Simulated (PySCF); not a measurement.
Computed with PBE-D3(BJ)/def2-TZVP // PBE0-D4/def2-TZVP (PySCF). Isolated molecules, 0 K electronic values unless said otherwise. One relaxed conformer stands for a flexible species; it need not be the lowest. Excitations are Tamm–Dancoff values on a coarser integration grid. The basis has no diffuse functions, so Rydberg states are missing or too high.

Reference species (SMILES): `O[SiH2]C#CC` (neutral, multiplicity 1).

The HOMO comes out as -6.52 eV and the LUMO is -1.17 eV. The T1 excitation (TDA) is 4.82 eV.

After one change: the HOMO decreases by 0.53 eV; the LUMO falls by 0.33 eV; the T1 excitation (TDA) rises by 0.09 eV.

Q: Name the change that produced these shifts. The new species is one of these.
(A) `[C-]#[N+][SiH2]O`
(B) `C#C[SiH2]O`
(C) `B[SiH2]O`
(D) `O[SiH2]C(F)F` (H–O–Si–C torsion 51°, O–Si–C–F torsion -53°)

A: B, `C#C[SiH2]O`
